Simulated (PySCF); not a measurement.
## How methods differ on the excitation energy of Zr²⁺

Zr²⁺ [Kr] 4d2 (3F) → Zr²⁺ [Kr] 4d1 5p1 (high-spin determinant), as a difference of total energies. All numbers are calculated (PySCF 2.14, no relativity, point nucleus, in dyall-av2z (22s15p11d2f, 136 functions)). Correlated levels: valence: [Kr] frozen; virtual orbitals above 40 to 60 times the deepest correlated orbital energy dropped. The calculations carry no spin-orbit coupling.

```
           method  excitation energy (eV)
              UHF                   7.126
              LDA                   7.035
              PBE                   7.071
             PBE0                   7.233
            B3LYP                   7.113
          r2SCAN0                   7.410
    MP2 (valence)                   7.139
SCS-MP2 (valence)                   7.130
```

Problem. Estimate what revPBE gives.

Solution. 7.090 eV, closest to PBE among the rows shown.

Problem. Estimate what r2SCAN gives.

Solution. 7.332 eV, closest to r2SCAN0 among the rows shown.

A first-order spin-orbit estimate (lowest level to lowest level, LS coupling) adds -0.037 eV.

The determinant of the upper state mixes LS terms, which raises its energy above the lowest term, most at the Hartree-Fock and MP2 levels.
